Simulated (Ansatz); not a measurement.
Compare A (`FC(F)C(F)(C(F)F)C(F)F`) with its isomer B (`FCC(F)(C(F)F)C(F)(F)F`).

Gas-phase electronic energies from Ansatz, PBE0-D4/def2-TZVP geometries. CCSD(T)/CBS is the MP2 limit (def2-TZVPP, def2-QZVPP) plus CCSD(T) − MP2 in def2-TZVPP, frozen cores. DFT in def2-TZVPP. One conformer a species, not always the lowest.

Q: Which isomer does CCSD(T)/CBS put lower? Give the gap. (Estimate.)

A: The calculation gave: B, by 7.9 kcal/mol.

Q: Give E(B) − E(A) in kcal/mol with PBE-D4, PBE0-D4, LDA (SPW92), B2PLYP, BLYP-D4, ωB97M-V, CCSD/def2-TZVPP. (An estimate is asked.)

A: Computed: PBE-D4 -7.4, PBE0-D4 -8.0, LDA (SPW92) -8.3, B2PLYP -7.6, BLYP-D4 -6.9, ωB97M-V -8.2, CCSD/def2-TZVPP -8.0. None reverses the order clearly.

Q: Does the order hold for the free energy at 298.15 K (harmonic terms from PBE0-D4)? (Best estimate.)

A: Computed: Yes: G(B) − G(A) = -8.0 kcal/mol, for one conformer each. Modes under 60 cm⁻¹, often nearly free rotors, make the harmonic entropy too high.

Largest T1 diagnostic: 0.012.

From BLYP to BHLYP (50 % exact exchange), in def2-TZVPP and without D4, E(B) − E(A) moves by −1.2 kcal/mol. Leaving LDA and LC-ωPBE aside and taking each functional with its dispersion term where it has one, the values, not all of them listed here, spread over 1.9 kcal/mol, from B97M-V to BLYP-D4. LDA lies −1.0 kcal/mol from PBE without D4.
